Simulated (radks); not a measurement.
Values are calculated unless marked as measured or tabulated.
Question: Species: the scandium ion Sc+. Configuration: [Ar] 3d1 4s1. Code: a radial shooting solver on a logarithmic mesh with Libxc functionals. Model: Dirac Kohn-Sham, LDA (Slater exchange, Perdew-Wang correlation), spin-unpolarised, spherical densities, finite nucleus; open shells fill j = l - 1/2 first; Fermi nuclear charge, rms radius 3.5459 fm. Some entries of the table are withheld. Estimate them.

orbital  occ.  eigenvalue (hartree)  <r^2> (bohr^2)  r(max) (bohr)
1s1/2       2             -161.3896        0.007205        0.04791
2s1/2       2             -17.63715          0.1405            (1)
2p1/2       2             -14.62996          0.1161         0.2308
2p3/2       4             -14.45982          0.1180         0.2329
3s1/2       2              -2.27029             (2)         0.9265
3p1/2       2              -1.50562           1.598            (3)
3p3/2       4              -1.48663           1.620            (4)
3d3/2       1              -0.37646             (5)          1.087
3d5/2       0              -0.37523             (6)          1.089
4s1/2       1              -0.36569             (7)          2.895
4p1/2       0              -0.23878           18.79            (8)
4p3/2       0              -0.23725           18.97            (9)
5s1/2       0              -0.10862           68.03          7.216

Answer: 
(1) 2s1/2 r(max) (bohr): 0.2843
(2) 3s1/2 <r^2> (bohr^2): 1.339
(3) 3p1/2 r(max) (bohr): 0.9625
(4) 3p3/2 r(max) (bohr): 0.9689
(5) 3d3/2 <r^2> (bohr^2): 3.767
(6) 3d5/2 <r^2> (bohr^2): 3.786
(7) 4s1/2 <r^2> (bohr^2): 12.62
(8) 4p1/2 r(max) (bohr): 3.513
(9) 4p3/2 r(max) (bohr): 3.532
